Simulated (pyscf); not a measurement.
Single points on ωB97X-D3(BJ)/def2-SVP structures (PySCF, gas phase). Correlated levels are frozen-core, on RHF or UHF. ΔMP2 is the change of the MP2 total energy from the triple- to the quadruple-zeta basis. Singlets are restricted, triplets unrestricted.

Singlet (Å):
```xyz
8

C     -0.2104     1.0757    -0.7870
C      0.0777    -0.3488    -0.2878
Ga    -0.4506    -1.7424    -1.6732
H      0.0682     1.8529    -0.0545
H     -1.2817     1.2216    -1.0120
H      0.3418     1.3032    -1.7160
H     -0.4675    -0.5474     0.6555
H      1.1520    -0.4655    -0.0455
```

Triplet (Å):
```xyz
8

C     -0.8022    -0.1084    -0.4216
C      0.1999     0.6774    -1.2425
Ga     0.8482     2.4594    -0.3487
H     -1.7167     0.4733    -0.2320
H     -1.0937    -1.0310    -0.9573
H     -0.3862    -0.4031     0.5535
H      1.1568     0.1603    -1.4143
H     -0.1854     1.0449    -2.2063
```

### Question
For these two minima of H₃C–CH₂–Ga (SMILES C[CH2][Ga]), which spin state lies lower at CCSD(T)/def2-TZVPP + ΔMP2(QZVPP), and by how much (electronic energies)?

### Answer
The singlet, by 48.3 kcal/mol. Zero-point energy shifts E(triplet) − E(singlet) by +0.1 kcal/mol. Other isomers of H₃C–CH₂–Ga [singlet] were not searched in full and may lie lower. 

E(triplet) − E(singlet) by level (kcal/mol):

```json
[
 {"level": "ωB97X-D3(BJ)/def2-TZVP", "gap": "+49.3"},
 {"level": "PBE/def2-TZVP", "gap": "+44.1"},
 {"level": "r²SCAN/def2-TZVP", "gap": "+41.3"},
 {"level": "B3LYP-D3(BJ)/def2-TZVP", "gap": "+46.5"},
 {"level": "PBE0-D3(BJ)/def2-TZVP", "gap": "+43.4"},
 {"level": "M06-2X/def2-TZVP", "gap": "+44.5"},
 {"level": "ωB97M-D3(BJ)/def2-TZVP", "gap": "+49.1"},
 {"level": "HF/def2-TZVP", "gap": "+31.1"},
 {"level": "MP2/def2-QZVPP", "gap": "+47.9"},
 {"level": "CCSD/def2-TZVPP", "gap": "+45.9"},
 {"level": "CCSD(T)/def2-TZVPP", "gap": "+46.3"},
 {"level": "CCSD(T)/def2-TZVPP + ΔMP2(QZVPP)", "gap": "+48.3"}
]
```

The triplet is the lowest one reached from the SCF start used. The CCSD(T) − MP2 part came from Ansatz, without density fitting, on the same reference. The frozen core leaves the outer d or s,p core shells of the metals and heavy elements correlated in the MP2 and CC values, and def2-TZVPP describes them poorly, which can shift differences by a few kcal/mol. Elements up to Kr have no core potential and no relativistic terms here.
